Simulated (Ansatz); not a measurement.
Ansatz (a quantum-chemistry and plane-wave program) input (LC-wPBE/def2-TZVPD):

Ansatz 0.2 input:
```yaml
crystal:
  periodic: [false, false, false]
  atoms:
    - {symbol: C, position_ang: [-1.10027630, 0.11721448, 0.11355646]}
    - {symbol: N, position_ang: [0.21721531, -0.02314035, -0.02241819]}
    - {symbol: C, position_ang: [1.38591868, -0.14764449, -0.14303682]}
    - {symbol: H, position_ang: [-1.62895613, -0.53962820, 0.78765224]}
    - {symbol: H, position_ang: [-1.60540531, 0.88419074, -0.45384278]}
basis:
  gaussian:
    orbitals: def2-TZVPD
hamiltonian:
  xc: {name: LC-wPBE}
magnetization: {spin_polarized: true, initial_magnetization: 1}
output: {forces: true}
```

Output:

```
Functional definition: LC-wPBE
integrals: 0.03 GiB planned
629 factors; their error is unknown
integrals: 0.07 GiB planned
273 factors; integrals over basis functions are off by at most 6.5e-5 eV
mean field: 0.48 GiB planned
mean field evaluation 1: about -3590.4649 eV, gradient 2.0e1 eV
mean field evaluation 2: about -3591.2505 eV, gradient 1.5e1 eV
mean field evaluation 4: about -3592.0993 eV, gradient 1.1e0 eV
mean field evaluation 8: about -3592.1153 eV, gradient 6.1e-2 eV
mean field evaluation 16: about -3592.0985 eV, gradient 3.2e-4 eV
mean field -3592.09850531 eV, -132.0071852582 hartree, gradient 6.9e-5 eV, S^2 0.772085; 0 other end points of the search recorded, 0 dependent functions left out
the calculation of the forces begins
reference -3592.09850531 eV, -132.0071852584 hartree; 11, 10 occupied and 118, 119 virtual orbitals, 629 factors
Total energy: -3592.09850531 eV, -132.0071852584 hartree
Atom 0 at    -1.100276     0.117214     0.113556 Å, force    -0.230787     0.024586     0.023819 eV/Å
Atom 1 at     0.217215    -0.023140    -0.022418 Å, force     1.068336    -0.113812    -0.110260 eV/Å
Atom 2 at     1.385919    -0.147644    -0.143037 Å, force    -0.870732     0.092761     0.089866 eV/Å
Atom 3 at    -1.628956    -0.539628     0.787652 Å, force     0.016271    -0.021115     0.015158 eV/Å
Atom 4 at    -1.605405     0.884191    -0.453843 Å, force     0.016911     0.017580    -0.018582 eV/Å
Dipole moment:    -0.681847     0.072638     0.070372 e Å
```

It need not be the lowest isomer of its formula.
